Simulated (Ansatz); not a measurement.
## Relative stability

Two relaxed structures of B$_{2}$H$_{4}$SO, closed shell (PBE0-D4/def2-TZVP; forces vanish, vibrations not checked).

A:

| atom | x (Å) | y (Å) | z (Å) |
| --- | --- | --- | --- |
| B1 | -0.4289 | 1.3928 | -0.6021 |
| O2 | 0.0246 | 0.6907 | -1.4628 |
| B3 | 1.3216 | -1.2572 | 0.4584 |
| S4 | 0.2048 | -1.1045 | 1.8296 |
| H5 | -0.8736 | 2.0961 | 0.2234 |
| H6 | 1.1553 | -2.0754 | -0.3864 |
| H7 | 2.2587 | -0.5223 | 0.4774 |
| H8 | -0.6883 | -2.0489 | 1.4873 |

B:

```
atom    x (Å)    y (Å)    z (Å)
  B1  -0.5259   1.1834  -0.4222
  O2   0.2519   0.1750  -0.3441
  B3   1.0742  -0.8745  -0.0676
  S4   0.5862  -1.9747   1.2887
  H5   0.2073  -1.2018   2.3814
  H6  -1.4414   1.3576  -1.1684
  H7   2.1829  -0.9967  -0.4712
  H8  -0.7227  -2.3378   1.1315
```

Ansatz 0.2.0; basis: def2-TZVPP; cores frozen in the correlated methods. B3LYP uses VWN-RPA correlation.

Question: Which structure is lower at CCSD(T), and by how much? (An estimate is asked for; the value comes from the calculation.)

Answer: Computed: A, by 80.53 kcal/mol (electronic energy, against the other). By their contacts, A is a complex of BH₃S ([BH2][SH]) + BHO ([BH][O]) and B is B₂H₄SO ([BH][O][BH][SH2]).

All methods give the same order:

```
   method  E(B) − E(A) (kcal/mol)
   PBE-D4                   65.03
r2SCAN-D4                   71.28
  PBE0-D4                   74.42
 B3LYP-D4                   76.65
  wB97M-V                   88.98
       HF                  114.38
      MP2                   82.41
     CCSD                   88.69
  CCSD(T)                   80.53
```

No T1 diagnostic of these runs exceeds 0.023. The restricted Hartree–Fock reference is unstable towards an unrestricted one at one or more of these structures. The program raised a doubt about the electronic state. A large double-excitation amplitude points to some diradical character; no triplet was computed.

Labels in which every atom is bracketed show which atoms are joined, not bond orders.

For scale, one of the runs: CCSD(T)/def2-TZVPP, 191 basis functions, launched by `ansatz run in.yaml --threads 2 --pin off --events-out ev --progress --plain --max-ram 4352MiB`. The run took 100 s on 2 CPU threads of an Arm Neoverse N1 (shared host), with 2.1 GiB of host memory at its peak.
